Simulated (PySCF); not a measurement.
C₆H₈, SMILES C#CC1CCC1. Coordinates come from a PBE-D3(BJ)/def2-SVP optimisation.

Computed equilibrium geometry at PBE-D3(BJ)/def2-SVP (PySCF confirms it by a frequency run) as a Z-matrix, and its point group:
point group Cs.
```
C
H 1 1.1121
C 1 1.4524 2 109.41
C 3 1.2241 2 151.47 1 180.00
H 4 1.0806 2 161.56 1 180.00
C 1 1.5640 2 109.31 3 132.79
H 6 1.1078 1 117.13 2 -31.37
H 6 1.1080 7 108.84 1 126.01
C 6 1.5490 7 118.79 8 129.65
H 9 1.1075 6 117.72 7 -99.31
H 9 1.1090 10 108.37 6 -127.82
C 9 1.5490 10 117.72 11 -127.82
H 12 1.1078 9 118.79 10 99.31
H 12 1.1080 13 108.84 1 -126.01
```
Charge 0, spin multiplicity 1.
